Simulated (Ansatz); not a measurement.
Consider the atomization: `[NH2][SbH][NH2]` → 5 H• + 2 N• + Sb•.

Computed with Ansatz on PBE0-D4/def2-TZVP structures; ΔE is electronic, products minus reactants. CCSD(T)/CBS is the MP2 limit (def2-TZVPP, def2-QZVPP) plus CCSD(T) − MP2 in def2-TZVPP, frozen cores. This one scheme is used for every species, atoms too. DFT in def2-TZVPP. B3LYP here is the variant with VWN-RPA as its local correlation; programs differ in this. No spin–orbit coupling; open shells (•) take unrestricted orbitals. def2 core potentials past Kr. Bonds to Sb are less sure, by a few kJ/mol each and by 10 to 20 or more in all where they break to atoms, as the def2 sets lack core-valence functions. One conformer a species, not always the lowest.

`[NH2][SbH][NH2]`:

```xyz
8

N     0.915   -0.899    0.767
Sb   -0.747    0.271    0.719
N    -0.117    1.324   -0.887
H     1.509   -0.711    1.564
H     0.701   -1.887    0.756
H    -1.614   -0.992   -0.082
H    -0.700    2.118   -1.118
H     0.053    0.775   -1.719
```

```
             level  ΔE (kcal/mol)  difference from CCSD(T)/CBS
            PBE-D4          571.4                         11.6
            B97M-V          561.3                          1.5
           PBE0-D4          551.7                         -8.1
          B3LYP-D4          564.3                          4.5
      CAM-B3LYP-D4          563.6                          3.8
            B2PLYP          551.1                         -8.7
            revPBE          545.2                        -14.6
              BLYP          563.2                          3.4
           r2SCAN0          534.2                        -25.6
             BHLYP          532.8                        -27.0
     HF/def2-TZVPP          333.8                       -226.0
    MP2/def2-TZVPP          533.2                        -26.6
   CCSD/def2-TZVPP          523.7                        -36.1
CCSD(T)/def2-TZVPP          535.0                        -24.8
    MP2/def2-QZVPP          548.3                        -11.5
    CCSD/CBS(def2)          548.5                        -11.3
       CCSD(T)/CBS          559.8                            0
```

Largest T1 diagnostic among the species: 0.014.

Leaving LDA and LC-ωPBE aside and taking each functional with its dispersion term where it has one, the values, not all of them listed here, spread over 36.3 kcal/mol, from r2SCAN0-D4 to PBE-D4. LDA lies +84.3 kcal/mol from PBE without D4, its usual overbinding. At CCSD(T), def2-SVP lies −70.6 kcal/mol from the extrapolated value and def2-TZVPP −24.8 kcal/mol: correlation converges slowly with the basis, and small sets miss more of it in the bonded molecule than in its fragments. From BLYP to BHLYP (50 % exact exchange), in def2-TZVPP and without D4, ΔE moves by −30.4 kcal/mol: exact exchange takes away binding that semilocal exchange gives to molecules.

For atomizations the MP2-based limit and the directly extrapolated one differ by several kJ/mol either way, and by 10 to 25 for some Ge, Se and Sn compounds, so smaller differences from it don't rank the levels.
